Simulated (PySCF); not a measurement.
SiH₂Cl₂, SMILES Cl[SiH2]Cl.

The structure is a stationary point at B3LYP-D3(BJ)/def2-TZVP. The isomer is the one that the SMILES or the coordinates give; other isomers of the formula were not compared.

These are B3LYP-D3(BJ)/def2-TZVP run with PySCF values and carry that method's errors.

Frequencies are harmonic and unscaled.

```csv
mode,ν (cm⁻¹),IR (km/mol),Raman (Å⁴/amu),depolarisation,moving atoms (share of kinetic energy)
1,185,2.5,3.5,0.66,"Cl 78 %, Si 21 %"
2,515,43.3,10.4,0.08,"Cl 52 %, Si 45 %"
3,574,135.5,4.2,0.75,"Si 57 %, Cl 39 %"
4,597,35.0,3.1,0.75,"H 80 %, Si 17 %"
5,712,0.0,8.7,0.75,H 99 %
6,880,239.9,4.5,0.75,H 92 %
7,962,111.4,10.0,0.68,H 96 %
8,2276,65.8,202.5,0.06,H 98 %
9,2291,87.0,73.2,0.75,H 95 %
```
